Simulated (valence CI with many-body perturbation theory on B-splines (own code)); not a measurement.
E1 line list for Ti¹⁷⁺

Calculated by valence CI with perturbative core correlation (CI+MBPT): three valence electrons over a frozen Dirac-Fock core [He], a basis of 11 s, 11 p, 9 d, 7 f, 5 g, 2 h, 1 i functions for each j, with the one-electron correlation potential Σ1, the two-electron term Σ2, the three-electron term Σ3, Breit, model QED; selected CI, second order for the rest (own B-spline code, finite nucleus).

No measured levels were compared; by estimate levels of excited configurations hold to 0.05 to 0.15 % of their energy, terms of the ground configuration to about 0.5 %.

Lines 151 to 200 of 258 in falling wavelength, among levels below 59.473 Ry, chosen from the strongest by gf and those to the six lowest levels. Wavelengths and rates use the calculated energies, so an error of 500 cm⁻¹ moves a line at 17.40 Å by 0.0087 % and its rate by three times that or more. Electric multipoles are in the length gauge, E1 and E2 with the static RPA response of the core. Weak lines are less certain than strong ones. Lines between different terms over intervals too small for the method are left out, as are lines whose strength nearly cancels. Where a level lies close to another of its J and parity, the split of strength between their lines is uncertain. The highest levels of a list are the least certain.

Names give the largest LS component (configuration and term), which can be under half, so a name can repeat, a term be missing and a line seem to break the LS rules; names also repeat where a configuration has a term twice. Letters in brackets count levels of one name in rising energy.

| λ vac (Å) | Upper | Lower | A (s⁻¹) | S (a.u.) |
| --- | --- | --- | --- | --- |
| 17.40 | 2s.2p.3d 4F°_5/2 | 2s.2p2 4P_3/2 | 7.48e+11 | 1.17e-02 |
| 17.38 | 2s2.3d 2D_3/2 | 2s2.2p 2P°_3/2 | 1.45e+12 | 1.51e-02 |
| 17.38 | 2s.2p.3d 4P°_5/2 [a] | 2s.2p2 4P_5/2 | 2.09e+11 | 3.25e-03 |
| 17.38 | 2s.2p.3d 2P°_1/2 [b] | 2s.2p2 2S_1/2 | 6.45e+12 | 3.34e-02 |
| 17.37 | 2s.2p.3s 2P°_3/2 [b] | 2s.2p2 4P_5/2 | 1.77e+10 | 1.83e-04 |
| 17.37 | 2s2.3d 2D_5/2 | 2s2.2p 2P°_3/2 | 8.69e+12 | 1.35e-01 |
| 17.37 | 2s.2p.3d 4D°_3/2 | 2s.2p2 4P_5/2 | 1.60e+10 | 1.66e-04 |
| 17.36 | 2s.2p.3d 4F°_3/2 | 2s.2p2 4P_1/2 | 1.78e+11 | 1.83e-03 |
| 17.36 | 2s.2p.3d 2P°_3/2 [b] | 2s.2p2 2S_1/2 | 7.37e+11 | 7.61e-03 |
| 17.36 | 2p2.3p 4P°_5/2 | 2s.2p2 2P_3/2 | 4.73e+11 | 7.33e-03 |
| 17.31 | 2s.2p.3d 2D°_3/2 [a] | 2s.2p2 4P_5/2 | 2.44e+10 | 2.50e-04 |
| 17.30 | 2s.2p.3d 4P°_5/2 [a] | 2s.2p2 4P_3/2 | 7.12e+12 | 1.09e-01 |
| 17.29 | 2s.2p.3s 2P°_1/2 [b] | 2s.2p2 4P_3/2 | 8.06e+10 | 4.11e-04 |
| 17.29 | 2s.2p.3d 2D°_5/2 [a] | 2s.2p2 4P_5/2 | 8.71e+11 | 1.33e-02 |
| 17.29 | 2s.2p.3s 2P°_3/2 [b] | 2s.2p2 4P_3/2 | 9.94e+11 | 1.01e-02 |
| 17.28 | 2s.2p.3d 4D°_3/2 | 2s.2p2 4P_3/2 | 2.04e+12 | 2.08e-02 |
| 17.28 | 2s.2p.3d 4D°_1/2 | 2s.2p2 4P_3/2 | 6.93e+11 | 3.53e-03 |
| 17.27 | 2s.2p.3d 4D°_7/2 | 2s.2p2 4P_5/2 | 1.22e+13 | 2.47e-01 |
| 17.24 | 2s.2p.3d 4P°_5/2 [b] | 2s.2p2 4P_5/2 | 7.80e+12 | 1.18e-01 |
| 17.23 | 2s.2p.3d 2D°_3/2 [a] | 2s.2p2 4P_3/2 | 5.25e+11 | 5.31e-03 |
| 17.23 | 2s.2p.3d 4P°_3/2 | 2s.2p2 4P_5/2 | 3.87e+12 | 3.91e-02 |
| 17.22 | 2s.2p.3s 2P°_1/2 [b] | 2s.2p2 4P_1/2 | 9.67e+11 | 4.88e-03 |
| 17.22 | 2s.2p.3s 2P°_3/2 [b] | 2s.2p2 4P_1/2 | 2.87e+12 | 2.89e-02 |
| 17.21 | 2s.2p.3d 4D°_3/2 | 2s.2p2 4P_1/2 | 4.81e+12 | 4.84e-02 |
| 17.21 | 2s2.3d 2D_3/2 | 2s2.2p 2P°_1/2 | 7.45e+12 | 7.50e-02 |
| 17.21 | 2s.2p.3d 4D°_1/2 | 2s.2p2 4P_1/2 | 1.16e+13 | 5.85e-02 |
| 17.21 | 2s.2p.3d 2D°_5/2 [a] | 2s.2p2 4P_3/2 | 3.22e+12 | 4.86e-02 |
| 17.16 | 2s.2p.3d 2D°_3/2 [a] | 2s.2p2 4P_1/2 | 7.28e+11 | 7.26e-03 |
| 17.16 | 2s.2p.3d 4P°_5/2 [b] | 2s.2p2 4P_3/2 | 6.02e+11 | 9.00e-03 |
| 17.15 | 2s.2p.3d 2F°_7/2 [b] | 2s.2p2 2D_5/2 | 6.79e+12 | 1.35e-01 |
| 17.15 | 2s.2p.3d 4P°_3/2 | 2s.2p2 4P_3/2 | 4.58e+12 | 4.56e-02 |
| 17.15 | 2s.2p.3d 2F°_5/2 [b] | 2s.2p2 2D_5/2 | 6.07e+11 | 9.07e-03 |
| 17.14 | 2s.2p.3d 4P°_1/2 | 2s.2p2 4P_3/2 | 7.75e+12 | 3.85e-02 |
| 17.13 | 2s.2p.3d 2F°_5/2 [b] | 2s.2p2 2D_3/2 | 8.16e+12 | 1.21e-01 |
| 17.13 | 2s.2p.3d 2F°_5/2 [a] | 2s.2p2 4P_5/2 | 2.79e+10 | 4.15e-04 |
| 17.09 | 2s.2p.3d 2D°_3/2 [b] | 2s.2p2 2D_3/2 | 1.25e+12 | 1.24e-02 |
| 17.09 | 2s.2p.3d 2D°_5/2 [b] | 2s.2p2 2D_5/2 | 5.71e+11 | 8.44e-03 |
| 17.08 | 2s.2p.3d 4P°_3/2 | 2s.2p2 4P_1/2 | 1.92e+11 | 1.89e-03 |
| 17.08 | 2s.2p.3d 2D°_5/2 [b] | 2s.2p2 2D_3/2 | 9.47e+10 | 1.40e-03 |
| 17.07 | 2s.2p.3d 4P°_1/2 | 2s.2p2 4P_1/2 | 7.69e+10 | 3.77e-04 |
| 17.05 | 2s.2p.3d 2F°_5/2 [a] | 2s.2p2 4P_3/2 | 2.31e+10 | 3.39e-04 |
| 17.04 | 2s.2p.3d 2F°_7/2 [a] | 2s.2p2 4P_5/2 | 7.13e+09 | 1.39e-04 |
| 17.03 | 2s.2p.3d 2P°_1/2 [b] | 2s.2p2 2D_3/2 | 2.01e+11 | 9.81e-04 |
| 17.01 | 2s.2p.3p 4D_1/2 | 2s2.2p 2P°_3/2 | 1.54e+11 | 7.46e-04 |
| 16.98 | 2p2.3p 4D°_1/2 | 2s.2p2 2D_3/2 | 1.83e+11 | 8.84e-04 |
| 16.97 | 2s.2p.3d 2P°_3/2 [a] | 2s.2p2 4P_3/2 | 3.04e+10 | 2.94e-04 |
| 16.96 | 2s.2p.3p 4D_3/2 | 2s2.2p 2P°_3/2 | 4.24e+11 | 4.08e-03 |
| 16.93 | 2p2.3p 2S°_1/2 | 2s.2p2 2D_3/2 | 4.47e+10 | 2.14e-04 |
| 16.90 | 2s.2p.3d 2P°_3/2 [a] | 2s.2p2 4P_1/2 | 2.57e+10 | 2.45e-04 |
| 16.90 | 2s.2p.3p 2P_1/2 [a] | 2s2.2p 2P°_3/2 | 4.48e+11 | 2.13e-03 |
